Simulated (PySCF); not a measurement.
**Basis-set dependence of population analyses: pivaloyl chloride**

Pivaloyl chloride, C₅H₉ClO.
Geometry (PBE0-D3(BJ)/def2-SVP, Å), atoms numbered from 1 in this order:
```
atom  x, y, z in Å
C1     0.087    1.398   -0.642
C2    -0.062    0.033    0.029
C3    -0.132   -1.076   -1.028
C4     1.107   -0.220    0.987
C5    -1.370    0.046    0.811
O6    -2.159    0.924    0.865
Cl7   -1.686   -1.482    1.716
H8     0.128    2.206    0.104
H9     1.017    1.420   -1.230
H10   -0.756    1.607   -1.315
H11    0.801   -1.080   -1.611
H12   -0.968   -0.910   -1.725
H13   -0.257   -2.064   -0.564
H14    1.157    0.551    1.770
H15    1.024   -1.202    1.472
H16    2.050   -0.190    0.420
```

PBE0 throughout (PySCF), one geometry, spherical d and f functions. Isolated species at its PBE0-D3(BJ)/def2-SVP geometry, gas phase. Atoms taken as equivalent share a column and are averaged.

Mulliken charges (e):

| basis | functions | C1/C3/C4 | C2 | C5 | O6 | Cl7 | H8 (×9) |
| --- | --- | --- | --- | --- | --- | --- | --- |
| pcSseg-0 | 85 | -0.491 | -0.748 | +0.402 | -0.373 | +0.001 | +0.244 |
| cc-pVDZ | 147 | +0.012 | -0.433 | +0.177 | -0.136 | -0.110 | +0.052 |
| def2-SVP | 147 | +0.015 | -0.440 | +0.198 | -0.132 | -0.135 | +0.052 |
| aug-cc-pVDZ | 246 | +1.121 | -2.096 | +0.262 | -0.476 | -0.150 | -0.100 |
| def2-TZVP | 277 | -0.381 | +0.043 | +0.219 | -0.197 | -0.141 | +0.136 |

IAO charges (e):

```json
{"basis": "pcSseg-0", "functions": "85", "C1/C3/C4": "-0.411", "C2": "-0.018", "C5": "+0.322", "O6": "-0.299", "Cl7": "-0.116", "H8 (×9)": "+0.149"}
{"basis": "cc-pVDZ", "functions": "147", "C1/C3/C4": "-0.409", "C2": "+0.016", "C5": "+0.368", "O6": "-0.328", "Cl7": "-0.129", "H8 (×9)": "+0.144"}
{"basis": "def2-SVP", "functions": "147", "C1/C3/C4": "-0.398", "C2": "+0.009", "C5": "+0.366", "O6": "-0.332", "Cl7": "-0.118", "H8 (×9)": "+0.141"}
{"basis": "aug-cc-pVDZ", "functions": "246", "C1/C3/C4": "-0.420", "C2": "+0.017", "C5": "+0.379", "O6": "-0.345", "Cl7": "-0.127", "H8 (×9)": "+0.148"}
{"basis": "def2-TZVP", "functions": "277", "C1/C3/C4": "-0.421", "C2": "+0.013", "C5": "+0.380", "O6": "-0.348", "Cl7": "-0.121", "H8 (×9)": "+0.149"}
```

Hirshfeld charges (e):

```csv
basis,functions,C1/C3/C4,C2,C5,O6,Cl7,H8 (×9)
pcSseg-0,85,-0.108,+0.042,+0.188,-0.173,-0.063,+0.037
cc-pVDZ,147,-0.112,+0.026,+0.192,-0.172,-0.070,+0.040
def2-SVP,147,-0.116,+0.025,+0.197,-0.185,-0.050,+0.040
aug-cc-pVDZ,246,-0.124,+0.005,+0.186,-0.188,-0.041,+0.045
def2-TZVP,277,-0.119,+0.010,+0.188,-0.190,-0.047,+0.044
```

ESP-fitted charges (e):

| basis | functions | C1/C3/C4 | C2 | C5 | O6 | Cl7 | H8 (×9) |
| --- | --- | --- | --- | --- | --- | --- | --- |
| pcSseg-0 | 85 | -0.709 | +0.618 | +0.527 | -0.423 | -0.226 | +0.181 |
| cc-pVDZ | 147 | -0.534 | +0.639 | +0.249 | -0.301 | -0.157 | +0.130 |
| def2-SVP | 147 | -0.521 | +0.600 | +0.294 | -0.332 | -0.145 | +0.127 |
| aug-cc-pVDZ | 246 | -0.626 | +0.710 | +0.286 | -0.342 | -0.156 | +0.153 |
| def2-TZVP | 277 | -0.644 | +0.755 | +0.265 | -0.337 | -0.148 | +0.155 |

Some averages cover members that differ in this geometry, most widely: C1/C3/C4, ESP-fitted in def2-SVP -0.568 to -0.492; C1/C3/C4, ESP-fitted in def2-TZVP -0.686 to -0.619; C1/C3/C4, ESP-fitted in aug-cc-pVDZ -0.663 to -0.602; C1/C3/C4, ESP-fitted in cc-pVDZ -0.569 to -0.511 e.

Which scheme is steadiest as the basis changes?

Largest range over the bases for any column: Hirshfeld 0.04 e, IAO 0.06 e, ESP-fitted 0.28 e, Mulliken 2.14 e. Hirshfeld charges move least and Mulliken charges most, counted in e.

How much do the charges still move between the two largest bases, aug-cc-pVDZ and def2-TZVP?

At most, over all atoms: Mulliken 2.139 e, IAO 0.006 e, Hirshfeld 0.006 e, ESP-fitted 0.044 e.

What do the same runs give for the total energy, the frontier levels and the dipole moment?

| basis | energy (Eh) | HOMO (eV) | LUMO (eV) | μ (D) |
| --- | --- | --- | --- | --- |
| pcSseg-0 | -729.7717 | -8.48 | -1.10 | 3.21 |
| cc-pVDZ | -730.9427 | -8.15 | -0.71 | 2.88 |
| def2-SVP | -730.5815 | -8.22 | -0.76 | 2.79 |
| aug-cc-pVDZ | -730.9620 | -8.32 | -0.99 | 3.02 |
| def2-TZVP | -731.0351 | -8.29 | -0.93 | 2.96 |

The dipole is fixed by the density alone, so its range of 0.42 D shows that the density itself changes with the basis, not only its division among atoms.
